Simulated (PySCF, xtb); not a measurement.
C2H5FSe, SMILES F[Se]CC.

Geometry: PBE0-D3(BJ)/def2-SVP. This is a generated structure with no PubChem entry under its InChIKey; it may be hypothetical. One conformer was computed; it need not be the lowest.

Computed with IEF-PCM-ωB97X/def2-SVP (PySCF).

The values are the electrostatic part of the solvation free energy, E(continuum) − E(gas) at the gas-phase geometry, in a cavity of scaled van der Waals radii (PySCF's table); cavitation and dispersion terms are not included. In vacuum the orbital gap is 9.77 eV. The dipole moment in vacuum is 2.53 D.

Computed values in water (ε = 78.36), toluene (ε = 2.37), chloroform (ε = 4.71):
| solvent | ε | ΔG(elec) (kcal/mol) | dipole (D) | gap (eV) |
|---|---|---|---|---|
| water | 78.36 | -3.7 | 3.28 | 9.85 |
| toluene | 2.37 | -1.7 | 2.86 | 9.80 |
| chloroform | 4.71 | -2.6 | 3.04 | 9.82 |

For comparison, GFN2-xTB/ALPB(water) (xtb, at the GFN2-xTB geometry, all terms of that model) gives -2.1 kcal/mol.
